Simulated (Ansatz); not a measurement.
Geometry optimisation, RKS B3LYP/STO-3G in Ansatz.

Input:

```yaml
crystal:
  periodic: [false, false, false]
  atoms:
    - { symbol: C, position_ang: [0.1094, -2.574, 0.2214] }
    - { symbol: Si, position_ang: [1.0674, -1.0553, -0.2596] }
    - { symbol: C, position_ang: [0.8441, 0.3696, 0.904] }
    - { symbol: S, position_ang: [-0.7601, 1.0021, 0.9215] }
    - { symbol: C, position_ang: [-0.7575, 2.1139, -0.5137] }
    - { symbol: S, position_ang: [-2.3151, 3.0463, -0.6402] }
    - { symbol: H, position_ang: [0.2649, -3.3572, -0.477] }
    - { symbol: H, position_ang: [-0.9712, -2.2871, 0.1828] }
    - { symbol: H, position_ang: [0.3153, -2.8577, 1.2594] }
    - { symbol: H, position_ang: [0.7178, -0.6124, -1.6117] }
    - { symbol: H, position_ang: [2.4932, -1.4451, -0.2807] }
    - { symbol: H, position_ang: [1.5847, 1.1944, 0.7031] }
    - { symbol: H, position_ang: [1.0597, 0.0605, 1.9184] }
    - { symbol: H, position_ang: [0.0299, 2.8497, -0.3504] }
    - { symbol: H, position_ang: [-0.6047, 1.5415, -1.4144] }
    - { symbol: H, position_ang: [-3.1007, 1.9884, -0.5187] }
basis:
  gaussian: { orbitals: STO-3G }
hamiltonian:
  xc: b3lyp
relax:
  f_tol: 0.02
  max_steps: 40
scf:
  lower_state_search: "off"
```

Command:

```bash
$ ansatz run input.yaml --threads 1 --pin off --max-ram 2048MiB --backend cpu --events-out ev --progress --plain --runs-dir out
```

**Question.** Where does it end, and by what steps?

**Answer.** It converged. The force dipped under the threshold on the way, but the program's further checks kept it going. Limits of this set-up: minimal basis. After 7 steps the energy has fallen by 0.521 eV; H16 moved furthest, 0.36 Å.

```
step  energy less start (eV)  largest force component (eV/Å)  accepted
   0                  0.0000                           3.998       yes
   1                 -0.4554                           1.535       yes
   2                 -0.5122                           0.336       yes
   3                 -0.5180                           0.094       yes
   4                 -0.5196                           0.059       yes
   5                 -0.5201                           0.010       yes
   6                 -0.5204                           0.016       yes
   7                 -0.5205                           0.018       yes
```

```xyz
16
Properties=species:S:1:pos:R:3
C 0.040 -2.498 0.207
Si 1.110 -1.039 -0.292
C 0.925 0.383 0.944
S -0.762 1.097 1.139
C -0.795 2.101 -0.409
S -2.373 2.992 -0.654
H 0.109 -3.309 -0.529
H -1.015 -2.207 0.285
H 0.345 -2.904 1.179
H 0.731 -0.593 -1.615
H 2.499 -1.442 -0.337
H 1.637 1.188 0.701
H 1.208 0.019 1.944
H -0.003 2.872 -0.376
H -0.577 1.459 -1.284
H -3.102 1.859 -0.857
```

Whether the end is a true minimum wasn't checked by a vibrational analysis.

The run took 22 s on 1 thread of AMD EPYC 7B13 (Zen 3) (shared host), peak memory 0.14 GiB.
